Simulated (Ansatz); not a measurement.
Level of theory: frozen-core CCSD(T)/cc-pVTZ // B3LYP-D3(BJ)/def2-TZVP (Ansatz, a quantum-chemistry and plane-wave program).

Ansatz 0.2 input:
```yaml
crystal:
  periodic: [false, false, false]
  atoms:
    - { symbol: C, position_ang: [0.292649, 1.237156, 0.02815] }
    - { symbol: C, position_ang: [0.146668, -0.203585, -0.441136] }
    - { symbol: C, position_ang: [-1.159575, -0.832797, 0.031039] }
    - { symbol: S, position_ang: [1.515609, -1.271727, 0.176515] }
    - { symbol: H, position_ang: [-0.534606, 1.842236, -0.353878] }
    - { symbol: H, position_ang: [0.284175, 1.289563, 1.118011] }
    - { symbol: H, position_ang: [1.224471, 1.680679, -0.325057] }
    - { symbol: H, position_ang: [0.183696, -0.240165, -1.5311] }
    - { symbol: H, position_ang: [-2.006235, -0.254997, -0.344954] }
    - { symbol: H, position_ang: [-1.261567, -1.858472, -0.324986] }
    - { symbol: H, position_ang: [-1.213213, -0.8415, 1.121728] }
    - { symbol: H, position_ang: [2.527922, -0.546392, -0.326778] }
basis:
  gaussian: { orbitals: cc-pVTZ }
correlation:
  method: ccsd_t
```

Output:

```
Functional definition: HF
1320 factors; integrals over basis functions are off by at most 1.1e-3 eV
mean field evaluation 1: about -14033.9762 eV, gradient 3.1e1 eV
mean field evaluation 2: about -14034.1945 eV, gradient 3.1e1 eV
mean field evaluation 4: about -14037.0401 eV, gradient 3.7e0 eV
mean field evaluation 8: about -14037.0905 eV, gradient 2.4e-1 eV
mean field evaluation 16: about -14033.9770 eV, gradient 3.1e1 eV
mean field -14037.09081053 eV, -515.8535726050 hartree, gradient 2.1e-6 eV, S^2 0.000000; 0 other end points of the search recorded, 0 dependent functions left out
8 core orbitals not correlated
reference -14037.09081053 eV, -515.8535726050 hartree; 13, 13 occupied and 215, 215 virtual orbitals, 1320 factors
second order -19.47124492 eV of doubles, -0.00000000 eV of singles
cycle   1  -20.31997198 eV  change   -8.5e-1 eV  update   8.7e-2
cycle   2  -20.82012486 eV  change   -5.0e-1 eV  update   2.5e-2
cycle   3  -20.88765134 eV  change   -6.8e-2 eV  update   9.1e-3
cycle   4  -20.88591063 eV  change    1.7e-3 eV  update   2.1e-3
cycle   5  -20.88600669 eV  change   -9.6e-5 eV  update   6.7e-4
cycle   6  -20.88599911 eV  change    7.6e-6 eV  update   1.9e-4
cycle   7  -20.88596940 eV  change    3.0e-5 eV  update   6.9e-5
cycle   8  -20.88597700 eV  change   -7.6e-6 eV  update   2.7e-5
perturbative correction -0.85235272 eV, -0.0313233847 hartree
Total energy: -14058.82914025 eV, -516.6524414874 hartree
```

Cost: roughly 90 core-seconds.
